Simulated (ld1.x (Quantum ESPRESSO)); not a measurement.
Varying the TM potential for calcium

Base potential:

Ca, norm-conserving Troullier–Martins (Kleinman–Bylander form), made with ld1.x (Quantum ESPRESSO) 7.5 (PBE, scalar-relativistic). Core [Ne], reference 3s2 3p6 3d0 4s2 4p0. Waves: 3s (bound): rc 1.30 bohr; 3p (bound): rc 1.40 bohr; 3d (bound, empty): rc 2.20 bohr. Local part: all-electron potential smoothed inside 1.85 bohr (lloc = -2). Core correction: Bessel-smoothed model core, default radius (core density twice the valence density).

Occupied shells without a wave of their own: 4s. They enter only through the test configuration that unscreens the potential, and ld1.x also counts them in the model core charge.

All-electron outer shells of the reference configuration (PBE, scalar-relativistic, ld1.x):

| shell | level (eV) | outermost node (bohr) | outermost maximum (bohr) |
| --- | --- | --- | --- |
| 2s | -414.37 | 0.10 | 0.30 |
| 2p | -334.74 | – | 0.25 |
| 3s | -47.09 | 0.45 | 0.99 |
| 3p | -28.01 | 0.42 | 1.04 |
| 4s | -3.77 | 1.43 | 3.42 |
| 3d | -1.95 | – | 1.27 |
| 4p | -1.40 | 1.63 | 4.39 |

Cutoffs, loose and tight: the cutoffs (Ry, on a coarse ladder) from which the occupation-weighted sum of valence levels, in a spherical-Bessel basis at the reference potential, stays within 10 and 1 mRy of its value at 400 Ry. They do not see the model core or the augmentation charge, which bear on the density cutoff. Test errors are all-electron minus pseudo excitation energies from the reference, over the configurations 3s2 3p6 3d0 4s1 4p0; 3s2 3p6 3d0 4s0 4p0; 3s2 3p6 3d0 4s1.5 4p0; 3s2 3p6 3d0 4s1 4p1; 3s2 3p5 3d0 4s2 4p0; 3s2 3p6 3d0 4s0 4p1; 3s2 3p6 3d0 4s0 4p2. A dash means not determined; rows that change the core or the reference have their own tests.

With those shells counted twice in exchange and correlation these files are broken, and their errors move erratically; no question is asked of them.

The default core radius of the base comes out at 0.61 bohr.

| change | outcome | cutoff, loose | cutoff, tight | bound ghosts | largest test error (meV) |
| --- | --- | --- | --- | --- | --- |
| base | generated, misses its reference levels by 0.16 eV | 80 Ry | 110 Ry | none | -1311 |
| core [Ar], valence charge 2; reference 3d0 4s2 4p0; waves now 4p (bound): rc 3.00 bohr; 3d (bound): rc 2.90 bohr; 4s (bound): rc 3.00 bohr; local potential the s channel; core correction none | generated | 6 Ry | 10 Ry | none | +1571 |
| all radii but the core radius scaled by about 1.28 (s 1.66, p 1.80, d 2.82 bohr); local potential all-electron potential smoothed inside 2.38 bohr (lloc = -2) | generated, misses its reference levels by 0.16 eV | 35 Ry | 70 Ry | none | +199 |
| core correction Bessel-smoothed model core inside 1.24 bohr | generated, misses its reference levels by 0.16 eV | 80 Ry | 110 Ry | none | -1310 |
| local potential all-electron potential smoothed inside 1.00 bohr (lloc = -1) | generated | 80 Ry | 110 Ry | none | -1056 |
| local potential all-electron potential smoothed inside 1.26 bohr (lloc = -2) | generated | 80 Ry | 110 Ry | none | -771 |
| functional LDA (PZ) | generated | 70 Ry | 110 Ry | none | -1386 |
| wave 3p (bound): rc 1.40 bohr becomes 3p (bound): rc 1.56 bohr | generated, misses its reference levels by 0.16 eV | 70 Ry | 100 Ry | none | -1311 |
